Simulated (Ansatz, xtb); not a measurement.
# Two isomers of C6H6F2

Structure I: `FC1=C(F)[C@@H]2C[C@@H]2C1`, a singlet. Structure II: `C=C1CC(F)=C[C@@H]1F`, a singlet. Both are isolated molecules in the gas phase, relaxed with B3LYP/def2-SVP; the shapes shown needn't be the lowest conformers.

I (Å):

```xyz
14

C     1.8486   -0.3388    0.0256
C     0.9937    0.2338   -0.8342
C    -0.3077   -0.4808   -0.8864
C    -1.0922   -0.5046    0.4086
C    -0.1382   -1.6283    0.1036
C     1.2900   -1.5824    0.6601
F     3.0568    0.1210    0.3592
F     1.2130    1.3438   -1.5411
H    -0.8157   -0.5971   -1.8485
H    -0.8312    0.2276    1.1796
H    -2.1588   -0.7396    0.3451
H    -0.5640   -2.6075   -0.1274
H     1.8706   -2.4765    0.3698
H     1.3193   -1.5254    1.7627
```

II (Å):

```xyz
14

C    -1.6056   -0.5572   -0.4623
C    -0.3150   -0.6609   -0.1437
C     0.5885    0.4512    0.3651
C     1.8891   -0.2745    0.5352
C     1.8657   -1.5693    0.2029
C     0.4981   -1.9491   -0.2822
F     2.9421    0.3883    1.0057
F     0.5283   -2.3856   -1.6097
H    -2.1453    0.3909   -0.3817
H    -2.1652   -1.4207   -0.8327
H     0.6855    1.2950   -0.3420
H     0.2381    0.8783    1.3219
H     2.7072   -2.2591    0.2621
H     0.0528   -2.7818    0.2923
```

Question: Which of the two would you expect CCSD(T)/def2-SVP + ΔMP2/def2-TZVPP electronic energies to favour?

Answer: Structure II; the calculation gives E(II) − E(I) = −49.0 kJ/mol.

How the difference moves with the method:

```csv
level,geometry,E(II) − E(I) (kJ/mol),departure from the last row (kJ/mol),"job, with rough time for the two"
GFN2-xTB,GFN2-xTB,+10.9,+59.9,"optimisation, 0.12 s"
HF/STO-3G,GFN2-xTB,+24.9,+73.9,"single point, 0.38 s"
r2SCAN-D4/def2-SVP,GFN2-xTB,−27.7,+21.3,"single point, 3.7 s"
B3LYP/def2-SVP,B3LYP/def2-SVP,−41.8,+7.2,"optimisation, 50 s"
HF/def2-SVP,B3LYP/def2-SVP,−57.1,−8.1,part of the CCSD(T) run
MP2/def2-SVP,B3LYP/def2-SVP,−26.0,+22.9,part of the CCSD(T) run
CCSD(T)/def2-SVP,B3LYP/def2-SVP,−39.5,+9.4,single point
CCSD(T)/def2-SVP + ΔMP2/def2-TZVPP,B3LYP/def2-SVP,−49.0,,"single point, 84 s"
```

As drawn, II has 1 C=C in place of 2 C–C. Structure I has a 3-membered ring and a 5-membered ring, II a 5-membered ring.

GFN2-xTB, HF/STO-3G put the two in the other order. The largest departure from CCSD(T)/def2-SVP + ΔMP2/def2-TZVPP is that of HF/STO-3G, 73.9 kJ/mol. The last row adds to CCSD(T) the change of the MP2 difference between the two basis sets, here −9.4 kJ/mol.

With thermal terms from frequencies at re-optimised GFN2-xTB minima (ideal gas, soft modes damped towards free rotors, one conformer each, 298.15 K, 1 atm): the zero-point term adds −5.7 kJ/mol; ΔH is −53.0 and ΔG −57.6 kJ/mol.

The correlated steps freeze 8 core orbitals. Programs: Ansatz 0.2.0, xtb 6.7.1; the last row on 4 threads of Arm Neoverse V1 on a shared host.
